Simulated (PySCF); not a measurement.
CH7FN2Si, SMILES CN[Si@H](N)F. Atoms are numbered in the order given.

```xyz
12

C      2.1856     0.0239     0.9562
N      1.0555    -0.5190     0.2296
Si    -0.4971     0.1770     0.0842
N     -1.5918    -1.0834    -0.3021
F     -0.7035     1.2330    -1.1464
H      1.8354     0.7947     1.6608
H      2.7003    -0.7496     1.5537
H      2.9396     0.5000     0.3011
H      1.2925    -1.2679    -0.4162
H     -0.6979     0.9999     1.3090
H     -2.4590    -0.8752    -0.7860
H     -1.6803    -1.9041     0.2867
```
Charge 0, spin multiplicity 1.

The structure is a stationary point at r2SCAN-D4/def2-SVP. The structure was generated by enumeration; whether it is a known compound was not checked. Other conformers were not sampled.

Computed with r2SCAN-D4/def2-SVP in PySCF.

Frequencies are harmonic and unscaled.

Computed harmonic wavenumbers and intensities:
```
mode  ν (cm⁻¹)  IR (km/mol)  Raman (Å⁴/amu)  depolarisation   moving atoms (share of kinetic energy)
----  --------  -----------  --------------  --------------  ---------------------------------------
1           97          3.9             0.3            0.69           H 27 %, C 25 %, N 25 %, F 17 %
2          150          1.1             0.3            0.47                                   H 91 %
3          194          0.3             1.2            0.68          N 37 %, H 33 %, Si 14 %, C 12 %
4          228          1.3             0.7            0.53            H 53 %, F 20 %, N 16 %, C 8 %
5          288         17.9             1.5            0.75          N 37 %, F 28 %, Si 18 %, H 16 %
6          336         47.6             0.8            0.44                    H 71 %, N 13 %, F 9 %
7          363        126.9             1.6            0.39                           H 75 %, N 19 %
8          412         46.0             1.7            0.73  N 31 %, Si 26 %, C 16 %, H 16 %, F 10 %
9          511        110.2             2.5            0.69                           H 84 %, N 13 %
10         757         59.3            10.7            0.10                  N 33 %, H 32 %, Si 22 %
11         773         15.2             5.0            0.14                   H 54 %, F 20 %, N 20 %
12         810         22.1            12.0            0.64                           H 78 %, N 15 %
13         867         13.2             4.8            0.75           H 55 %, F 22 %, Si 13 %, N 8 %
14         914        230.1             0.8            0.42                  Si 43 %, N 31 %, H 24 %
15         956        253.3             2.5            0.68                  H 48 %, Si 35 %, F 11 %
16        1091         22.8             3.4            0.70                           H 82 %, C 11 %
17        1142          0.6             2.1            0.74                           H 75 %, C 19 %
18        1162        117.9             2.4            0.69                   N 42 %, C 33 %, H 23 %
19        1399         93.7             1.4            0.17                   H 62 %, N 26 %, C 11 %
20        1445         11.9             8.2            0.65                           H 86 %, C 14 %
21        1466          4.4            20.2            0.74                                   H 97 %
22        1503          7.6            24.8            0.68                                   H 95 %
23        1534         64.4             5.4            0.72                           H 89 %, N 11 %
24        2234        164.7            98.8            0.17                                   H 97 %
25        2992         93.1           192.4            0.05                                   H 97 %
26        3062         44.0           129.0            0.71                            H 91 %, C 9 %
27        3118         18.0            55.2            0.74                            H 91 %, C 9 %
28        3590         20.6            84.1            0.37                                   H 93 %
29        3592         36.0           145.5            0.08                                   H 96 %
30        3695         36.5            79.0            0.74                            H 91 %, N 9 %
```
